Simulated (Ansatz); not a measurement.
Input file for Ansatz (an electronic-structure program): R-CCSD(T)/aug-cc-pV(D+d)Z on CH4O2S (a complex), monomers drawn apart or pushed together. Files ending in .json are basis or fitting sets from the Basis Set Exchange.

Ansatz 0.2 input:
```yaml
crystal:
  periodic: [false, false, false]
  atoms:
    - {symbol: C, position_ang: [-0.02306616, 0.00422561, -0.17709725]}
    - {symbol: H, position_ang: [-0.03907513, 0.12355951, -1.25930005]}
    - {symbol: H, position_ang: [0.86418262, -0.56111658, 0.10647399]}
    - {symbol: H, position_ang: [0.00303375, 0.98590100, 0.29381095]}
    - {symbol: H, position_ang: [-0.92088547, -0.52784440, 0.13624174]}
    - {symbol: O, position_ang: [-1.15672072, 0.41217877, 4.70587371]}
    - {symbol: S, position_ang: [0.04605962, -0.37198201, 4.62138288]}
    - {symbol: O, position_ang: [1.31682597, 0.30060230, 4.66018147]}
basis:
  gaussian:
    orbitals: aug-cc-pV_D+d_Z.json
magnetization: {spin_polarized: false}
correlation: {method: ccsd_t, electrons: outside_noble_gas}
scf: {lower_state_search: off}
```

The log:

```
WARN ansatz: RAYON_NUM_THREADS=1 ignored (pool sized by the plan → 1); use --threads N
Functional definition: HF
these checks for a lower state are left out or cut short: stability, starts, cluster_reference, orbital_swaps, neighbouring_geometries, increment
integrals: 0.31 GiB planned
1321 factors; integrals over basis functions are off by at most 1.2e-3 eV
mean field: 0.42 GiB planned
mean field evaluation 1: about -15979.2542 eV, gradient 5.0e1 eV
mean field evaluation 2: about -15979.5791 eV, gradient 5.1e1 eV
mean field evaluation 4: about -15984.8598 eV, gradient 4.7e0 eV
mean field evaluation 8: about -15984.9456 eV, gradient 2.1e-1 eV
mean field -15984.94600032 eV, -587.4359305262 hartree, gradient 1.3e-6 eV, S^2 0.000000; 0 other end points of the search recorded, 0 dependent functions left out
8 core orbitals not correlated
reference -15984.94600032 eV, -587.4359305262 hartree; 13, 13 occupied and 116, 116 virtual orbitals, 1321 factors
second order -19.70321205 eV of doubles, -0.00000000 eV of singles
coupled cluster: 0.93 GiB planned
cycle   1  -19.36156522 eV  change    3.4e-1 eV  update   1.5e-1
cycle   2  -20.04948273 eV  change   -6.9e-1 eV  update   5.5e-2
cycle   3  -20.25096408 eV  change   -2.0e-1 eV  update   2.4e-2
cycle   4  -20.23575579 eV  change    1.5e-2 eV  update   6.3e-3
cycle   5  -20.23513707 eV  change    6.2e-4 eV  update   2.7e-3
cycle   6  -20.23576448 eV  change   -6.3e-4 eV  update   7.8e-4
cycle   7  -20.23505406 eV  change    7.1e-4 eV  update   2.9e-4
cycle   8  -20.23496657 eV  change    8.7e-5 eV  update   8.4e-5
cycle   9  -20.23500312 eV  change   -3.7e-5 eV  update   3.1e-5
cycle  10  -20.23497828 eV  change    2.5e-5 eV  update   1.2e-5
perturbative correction -0.81131220 eV, -0.0298151733 hartree
Total energy: -16005.99229079 eV, -588.2093674353 hartree
Checks for a lower state left out: stability, starts, cluster_reference, orbital_swaps, neighbouring_geometries, increment
```

Self-consistency was reached.

Cost: about 13 core-seconds (a rough figure).
